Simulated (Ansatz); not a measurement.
Reaction (redistribution): `[CH3][AlH][Se]C` + `C[SiH2][SnH3]` → `[CH3][AlH][SiH2][SnH3]` + `C[Se]C`

Isolated molecules relaxed with PBE0-D4/def2-TZVP in Ansatz; ΔE leaves out vibrations. CBS: MP2 limit from def2 TZ/QZ plus the TZ coupled-cluster correction, frozen cores. DFT in def2-TZVPP. def2 core potentials past Kr. For Se, Sn outer-core shells are correlated without core-valence functions, which leaves a few kJ/mol of doubt a bond. Scalar relativity is left out up to krypton. Each species was taken in one conformer, which may not be the lowest.

`[CH3][AlH][Se]C`:

```xyz
11

C    -0.414   -1.695   -0.053
Al   -1.116   -0.176   -1.054
Se   -0.290    1.955   -0.709
C     1.031    1.594    0.699
H     0.430   -2.143   -0.588
H    -0.056   -1.416    0.941
H    -1.171   -2.476    0.062
H    -2.245   -0.285   -2.161
H     1.669    0.758    0.424
H     1.635    2.494    0.796
H     0.527    1.391    1.642
```

`C[SiH2][SnH3]`:

```xyz
11

C    -0.983    1.493   -0.339
Si   -0.868   -0.295    0.218
Sn    1.548   -1.146    0.148
H    -2.019    1.840   -0.305
H    -0.620    1.604   -1.363
H    -0.385    2.140    0.306
H    -1.703   -1.164   -0.658
H    -1.382   -0.437    1.609
H     2.559   -0.209    1.161
H     2.187   -1.052   -1.436
H     1.666   -2.773    0.659
```

`[CH3][AlH][SiH2][SnH3]`:

```xyz
13

C    -1.403   -0.319    2.698
Al   -0.131   -0.577    1.240
Si   -0.284    0.698   -0.856
Sn    1.549    0.127   -2.551
H    -0.875   -0.034    3.615
H    -1.918   -1.260    2.920
H    -2.159    0.441    2.492
H     1.040   -1.644    1.406
H    -0.211    2.168   -0.592
H    -1.601    0.466   -1.524
H     1.416    1.037   -3.993
H     1.480   -1.530   -2.970
H     3.096    0.427   -1.885
```

`C[Se]C`:

Z-matrix (Å, degrees):
```
C
Se 1 1.940
H 1 1.089 2 107.0
H 1 1.090 2 110.4 3 118.8
H 1 1.090 2 110.4 3 -118.8
C 2 1.940 1 96.9 3 -179.9
H 6 1.090 2 110.4 1 -61.2
H 6 1.090 2 110.4 1 61.1
H 6 1.089 2 107.0 1 180.0
```

```csv
species,PBE0-D4 energy (Eh)
`[CH3][AlH][Se]C`,-2723.99315
`C[SiH2][SnH3]`,-546.55717
`[CH3][AlH][SiH2][SnH3]`,-789.47291
`C[Se]C`,-2481.02350
```

Task: Work out ΔE.

Result: ΔE = (-789.47291) + (-2481.02350) − (-2723.99315) − (-546.55717) = 0.05391 Eh = +141.5 kJ/mol. CCSD(T)/CBS gives +148.6 kJ/mol.

Largest T1 diagnostic among the species: 0.013.

From PBE to PBE0 (25 % exact exchange), in def2-TZVPP and without D4, ΔE moves by +5.3 kJ/mol.
